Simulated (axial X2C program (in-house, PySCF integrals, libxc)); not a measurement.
**Potential curves of TeSe⁺, scalar-relativistic**

Computed with an in-house all-electron X2C program for linear molecules (integrals from PySCF). Spin-free means the one-electron spin-free X2C Hamiltonian. Basis: Te dyall-cv3z [11s12p8d4f1g], Se dyall-cv3z [8s9p6d4f1g] (cores contracted in-house); Gaussian nuclei, density fitting, unrestricted open shells. Masses: Te 129.906 u, Se 79.917 u.

State: M_S = 1/2, Λ = 1 (beyond evenly filled blocks: π+α). Energies in cm⁻¹ from the fragments at the same level (Te+ + Se). Fits are polynomials in 1 − R0/R over 0.85 to 1.23 times the lowest point R0.

```tsv
R (Å)	CCSD(T)
2.0839	-17670
2.1526	-21407
2.2213	-23527
2.2900	-24428
2.3701	-24346
2.4503	-23397
2.5534	-21352
```

Correlated methods: 11 electrons correlated (number of frozen shells: Te 4 s, 3 p, 2 d; Se 3 s, 2 p, 1 d), 271 virtual spin orbitals or spinors in MP2, 90 natural virtuals in coupled cluster.

The state is a single determinant with fixed occupations, the lowest that a limited PBE0 search found. De is counted from the lowest determinant-based energies of the atoms at the same level, without counterpoise correction. CCSD and (T) use frozen natural virtuals with an MP2 correction for the truncation; (T) itself is uncorrected, so its De runs slightly low. With the outer-core shells frozen, correlated bond lengths of heavy atoms tend to come out a few hundredths of an ångström too long. Spin-free De lacks the spin–orbit lowering of the heavy p-block atom, a tenth of an eV or more for 4p and 5p, up to an eV for 6p and one to two eV for 7p atoms, less what an open-shell molecule gains itself. Coupled cluster ran on the points near the minimum only. MP2 and coupled cluster on one determinant become unreliable at the stretched end.

Q: Fit the CCSD(T) curve near its minimum: give the equilibrium distance, the harmonic wavenumber and the well depth.

A: At CCSD(T), spin-free: Re = 2.323 Å, ωe ≈ 336 cm⁻¹, De = 3.04 eV to Te+ + Se; Be follows as 0.0632 cm⁻¹.
